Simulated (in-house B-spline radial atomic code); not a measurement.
The numbers below are computed, except where a source is named.
**Two electrons in InAs: a spherical dot of radius 40.1 nm with hard walls**

For InAs the NSM archive of the Ioffe Institute lists m* = 0.023 m0 and ε = 15.15. In so narrow a gap the band flattens within tens of meV, so real spacings are smaller, by up to some tenths.

Effective-mass model with parabolic bands, a uniform dielectric constant, no image charges, no central-cell or spin-orbit terms. Two-electron levels come from full CI in B-splines with partial waves to l = 5 (up to 0.001 effective hartree above the limit).

What are the effective units, and what is the potential in them?

Ha* = 27211.386 meV × 0.023/15.15² = 2.727 meV and a* = 0.0529177 nm × 15.15/0.023 = 34.86 nm. The radius is R = 1.15 a*. The one-electron levels are π²/2R² = 3.7314 and 4.4934²/2R² = 7.6335 Ha*.

In these units the lowest s and p orbitals lie at 3.7314 and 7.6335, and their Coulomb and exchange integrals are J_ss = 1.5531, J_sp = 1.4084 and K_sp = 0.3127. (For an empty sphere J_ss = 1.786/R.) Full CI gives 8.9520 for the ground singlet, 12.4471 for the sp triplet, 13.0172 for the sp singlet and 19.9467 for the lowest triplet of two s orbitals.

What does it cost to add the second electron, to first order and exactly?

To first order E = 2ε_s + J_ss = 9.0159, so the charging energy E(2) − 2E(1) is J_ss = 4.235 meV. CI gives 8.9520 − 2 × (3.7314) = 1.4892, or 4.061 meV: relaxation and correlation lower it by 0.1742 meV, 4.1 % of J_ss. The s² configuration of one-electron orbitals holds 99.4 % of the state, and the mean radius is 20.4 nm.

How far above the singlet do the triplets lie?

To first order the sp triplet lies at ε_s + ε_p + J_sp − K_sp = 12.4606, which is 9.393 meV above 2ε_s + J_ss. CI gives 12.4471 − (8.9520) = 3.4951, or 9.53 meV, 90 % of the orbital spacing of 10.64 meV. The ss triplet lies 29.98 meV up, so the lower of the two is the sp one, and its gap equals k_BT at 111 K. The sp singlet-triplet splitting is 1.554 meV, against 2K_sp = 1.706 meV.
